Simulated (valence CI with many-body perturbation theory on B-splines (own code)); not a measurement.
# Sc⁶⁺: what each term of the Hamiltonian does

Computed by configuration interaction combined with many-body perturbation theory (CI+MBPT): five valence electrons over a frozen Dirac-Fock core [Ne], radial functions for each j: 9 s, 9 p, 8 d, 6 f, 3 g, 1 h, with the one-electron correlation potential Σ1, the two-electron term Σ2, the three-electron term Σ3, Breit, model QED; selected CI, second order for the rest, scaled by the run's own slope (own B-spline code, finite nucleus).

No measured levels were compared; by estimate levels hold to about 100 cm⁻¹ or 0.05 % of their energy and the worst to 300 or 400 cm⁻¹, as in measured light ions of charge 2 to 7. Among the levels kept, up to 850 cm⁻¹ of a level comes from second order outside the variational space, and about a tenth of that is noise between levels of different J, which matters for small intervals.

Each rung adds one term. CI alone is the Dirac-Coulomb CI over the frozen core; QED comes last and gives the full result, which names the levels. Energies are above 3s²3p³ ⁴S°_3/2 on the same rung, in eV.

Names give the largest LS component (configuration and term), which can be under half, so a name can repeat, a term be missing and a line seem to break the LS rules; names also repeat where a configuration has a term twice. Letters in brackets count levels of one name in rising energy.

```
              Level  CI alone    + Σ1    + Σ2    + Σ3  + Breit    Full
     3s²3p³ ²D°_3/2     3.736   3.743   3.707   3.690    3.693   3.693
     3s²3p³ ²D°_5/2     3.826   3.834   3.799   3.782    3.776   3.777
     3s²3p³ ²P°_1/2     6.232   6.244   6.192   6.163    6.161   6.161
     3s²3p³ ²P°_3/2     6.348   6.362   6.311   6.283    6.274   6.274
       3s3p⁴ ⁴P_5/2    21.674  21.661  21.703  21.716   21.719  21.697
       3s3p⁴ ⁴P_3/2    22.011  22.002  22.046  22.059   22.054  22.033
       3s3p⁴ ⁴P_1/2    22.191  22.183  22.228  22.241   22.231  22.210
       3s3p⁴ ²D_3/2    26.973  26.972  26.943  26.944   26.939  26.920
       3s3p⁴ ²D_5/2    27.015  27.014  26.986  26.987   26.977  26.958
3s²3p²3d ²P_3/2 [a]    31.201  31.206  31.098  31.085   31.070  31.059
3s²3p²3d ²P_1/2 [a]    31.527  31.535  31.425  31.411   31.389  31.378
       3s3p⁴ ²S_1/2    32.673  32.685  32.565  32.536   32.525  32.506
    3s²3p²3d ⁴F_3/2    34.433  34.440  34.372  34.324   34.307  34.306
    3s²3p²3d ⁴F_5/2    34.563  34.572  34.505  34.457   34.432  34.432
    3s²3p²3d ⁴F_7/2    34.752  34.764  34.697  34.649   34.614  34.614
    3s²3p²3d ⁴F_9/2    34.999  35.015  34.948  34.900   34.852  34.853
3s²3p²3d ²F_5/2 [a]    35.616  35.627  35.550  35.499   35.473  35.472
    3s²3p²3d ⁴D_7/2    35.755  35.768  35.690  35.640   35.606  35.606
    3s²3p²3d ⁴D_1/2    35.766  35.779  35.702  35.651   35.626  35.626
    3s²3p²3d ⁴D_3/2    35.809  35.823  35.746  35.695   35.666  35.666
    3s²3p²3d ⁴D_5/2    35.954  35.970  35.894  35.843   35.805  35.806
3s²3p²3d ²F_7/2 [a]    36.288  36.308  36.232  36.181   36.129  36.130
    3s²3p²3d ²G_7/2    39.616  39.639  39.544  39.465   39.430  39.430
    3s²3p²3d ²G_9/2    39.689  39.715  39.619  39.540   39.497  39.498
3s²3p²3d ²P_3/2 [b]    41.419  41.440  41.011  40.942   40.926  40.914
3s²3p²3d ²P_1/2 [b]    41.840  41.865  41.444  41.374   41.347  41.336
    3s²3p²3d ⁴P_5/2    42.035  42.058  41.676  41.584   41.554  41.551
    3s²3p²3d ⁴P_3/2    42.216  42.239  41.857  41.767   41.734  41.732
    3s²3p²3d ⁴P_1/2    42.324  42.347  41.961  41.870   41.837  41.835
3s²3p²3d ²D_3/2 [a]    42.665  42.692  42.543  42.442   42.418  42.417
3s²3p²3d ²D_5/2 [a]    43.132  43.165  43.002  42.902   42.861  42.860
```

Task: How does the ionisation energy move along the ladder, and which term matters most?

Result: CI alone 136.44, + Σ1 136.86, + Σ2 136.72, + Σ3 136.60, + Breit 136.59, + QED 136.59 eV. The largest step is Σ1, 0.42 eV. NIST lists 137.99 ± 0.25 eV (semi-empirical), further off than its uncertainty and the later steps.
